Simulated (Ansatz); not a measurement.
`CC=C=C(O)Cl` + `C1N[SiH2]1` → `CN1C[SiH2]1` + `C=C=C(O)Cl`  (substitution at a C–C bond)

Gas-phase electronic energies from Ansatz, PBE0-D4/def2-TZVP geometries. CBS: MP2 limit from def2 TZ/QZ plus the TZ coupled-cluster correction, frozen cores. Functionals use def2-TZVPP. Each species was taken in one conformer, which may not be the lowest.

| level | ΔE (kJ/mol) | difference from CCSD(T)/CBS |
| --- | --- | --- |
| PBE0-D4 | 38.7 | -0.8 |
| ωB97X-V | 37.0 | -2.5 |
| ωB97M-V | 37.9 | -1.6 |
| PBE | 38.6 | -0.9 |
| PBE0 | 39.9 | 0.4 |
| MP2/def2-TZVPP | 41.3 | 1.8 |
| SCS-MP2/def2-TZVPP | 38.9 | -0.6 |
| CCSD(T)/def2-TZVPP | 38.1 | -1.4 |
| MP2/def2-QZVPP | 42.0 | 2.5 |
| HF/CBS(def2) | 36.7 | -2.8 |
| CCSD(T)/CBS | 39.5 | 0 |

Largest T1 diagnostic among the species: 0.012.
